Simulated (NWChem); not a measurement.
Two isomers of C5H5N, each optimised at B3LYP/6-31G* with NWChem. Flexible species stand in one conformer each, which need not be the lowest. Pople sets run with spherical d functions.

A: C=C/C=C/C#N
B: C#C/C=N/C=C

Question: Which is lower in energy, by how much, and how do their other properties compare?

Answer: A is lower by 40.5 kcal/mol in electronic energy; with zero-point energies, B − A = 39.3 kcal/mol.
|  | A | B |
|---|---|---|
| highest occupied level (eV) | -6.89 | -6.50 |
| orbital gap (eV) | 4.86 | 4.72 |
| dipole (D) | 4.64 | 1.29 |
| highest harmonic frequency (cm⁻¹) | 3257 | 3495 |
| zero-point energy (kcal/mol) | 53.2 | 51.9 |
